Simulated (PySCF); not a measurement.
ClPb, charge +1, singlet, geometry from GFN2-xTB (such geometries of metal compounds can be far from the true shape) (core potentials on Pb). Base run: PySCF with HF/def2-SV(P).

Input for PySCF:
```python
from pyscf import gto, scf

mol = gto.M(
    atom='''
Pb   -0.00000000   -0.00000000   -0.40772011
Cl    0.00000000    0.00000000    1.96664995
''',
    basis='def2-sv(p)',
    ecp={'Pb': 'def2-sv(p)'},
    charge=1,
    verbose=4,
)

mf = scf.RHF(mol)
mf.kernel()
mf.analyze()
```

Each row names what was changed in the base input (with any setting that the change needs).

```
change                                      E (Eh)  HOMO (eV)  HOMO-LUMO gap (eV)  core-seconds (rough)
--------------------------------------  ----------  ---------  ------------------  --------------------
base                                    -650.99687     -17.20               11.17                   0.8
functional = lc_wpbe                    -652.59536     -17.22               10.43                     3
functional = hse06                      -652.57306     -14.18                4.91                     7
functional = b3lyp5                     -652.64624     -14.21                5.17                     2
functional = mn15                       -652.19931     -15.22                6.79                     3
functional = scan                       -652.80222     -13.73                4.09                     3
functional = pbe                        -652.55378     -13.36                3.79                     2
functional = tpssh                      -652.66659     -13.91                4.71                     3
functional = wb97m_v                    -652.61287     -16.72                9.73                    30
functional = blyp; dispersion = d3zero  -652.69037     -13.18                3.66                     3
functional = pw91,pw91                  -652.80506     -13.42                3.76                     3
functional = o3lyp                      -652.92593     -13.80                4.67                     3
functional = wb97x                      -652.74102     -16.85                9.91                     5
```

Absolute energies of different levels of theory aren't comparable as measures of quality.
